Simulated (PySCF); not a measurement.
Predicted microwave data (PBE0-D3(BJ)/def2-SVP geometry optimisation, gas phase in PySCF) for one isomer of C7H5NO:

* Rotational constants: A = 5400, B = 937.3, C = 798.6 MHz
* Dipole components: |μa| = 2.38 D, |μb| = 0.21 D, |μc| = 0.00 D
* Inertial defect: 0.00 u·Å²
* κ: -0.94

Question: Which structure is it? (One computed conformer of each.)
A. `c12cnccc2cco1`
B. benzoxazole (`c1ccc2ocnc2c1`)
C. `[N:1]#[C:2][c:3]1[cH:4][cH:5][cH:6][c:7]([OH:8])[cH:9]1` with C6–C7–O8–H 180°
D. `[N:1]#[C:2][c:3]1[cH:4][cH:5][c:6]([OH:7])[cH:8][cH:9]1` with C5–C6–O7–H 180° (4-hydroxybenzonitrile)
E. `[O:1]=[C:2]=[N:3][c:4]1[cH:5][cH:6][cH:7][cH:8][cH:9]1` with C2–N3–C4–C5 179° (phenyl isocyanate)

Answer: E. It is O=C=Nc1ccccc1, a near-prolate asymmetric top, point group Cs. The candidates at the same level (rigid rotor, commonest isotopes):

```csv
SMILES,A (MHz),B (MHz),C (MHz),μa (D),μb (D),μc (D),Δ (u·Å²),point group,rotor
c1cc2ccoc2cn1,4075,1676,1188,2.47,1.67,0.00,0.00,Cs,asymmetric top
N#Cc1cccc(O)c1,3411,1208,892.3,3.58,0.10,0.00,0.00,Cs,asymmetric top
O=C=Nc1ccccc1,5400,937.3,798.6,2.38,0.21,0.00,0.00,Cs,near-prolate asymmetric top
N#Cc1ccc(O)cc1,5626,990.7,842.4,5.09,1.37,0.00,0.00,Cs,near-prolate asymmetric top
c1ccc2ocnc2c1,3988,1710,1197,0.59,1.17,0.00,0.00,Cs,asymmetric top
```

`c1ccc2ocnc2c1` has B 82 % too high; `c1cc2ccoc2cn1` has B 79 % too high; `N#Cc1ccc(O)cc1` has B 6 % too high; `N#Cc1cccc(O)c1` has A 37 % too low. In the right answer the mirror of this Cs structure is the ab plane, so μc vanishes by symmetry. No structure here is proved a minimum.
